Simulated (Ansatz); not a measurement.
`B[SiH2][SiH2]O` + `F/C=N/P` → `O[SiH2][SiH2]P` + `BN=CF`  (redistribution)

Isolated molecules relaxed with PBE0-D4/def2-TZVP in Ansatz; ΔE leaves out vibrations. CBS: MP2 limit from def2 TZ/QZ plus the TZ coupled-cluster correction, frozen cores. Functionals use def2-TZVPP. B3LYP here is the variant with VWN-RPA as its local correlation; programs differ in this. One conformer a species, not always the lowest.

(1) Is it downhill or uphill in electronic energy at CCSD(T)/CBS, and by how much? (Estimate.)

(2) What do these levels give: PBE-D4, r2SCAN-D4, PBE0-D4, B3LYP-D4, ωB97M-V, PBE, PBE0, B3LYP, CCSD/def2-TZVPP, HF/def2-QZVPP, MP2/def2-QZVPP, CCSD/CBS(def2)? (An estimate is asked.)

Largest T1 diagnostic among the species: 0.015.

Results:

(1) Computed: Downhill: ΔE = -43.0 kcal/mol.

(2) Computed: PBE-D4 -45.9, r2SCAN-D4 -45.4, PBE0-D4 -45.3, B3LYP-D4 -45.3, ωB97M-V -43.7, PBE -45.5, PBE0 -44.9, B3LYP -44.7, CCSD/def2-TZVPP -42.1, HF/def2-QZVPP -39.4, MP2/def2-QZVPP -44.2, CCSD/CBS(def2) -42.5 kcal/mol.

In def2-TZVPP, CCSD(T) changes the Hartree–Fock value by −2.8 kcal/mol (the triples alone add −0.4 kcal/mol) and MP2 by −4.4 kcal/mol.
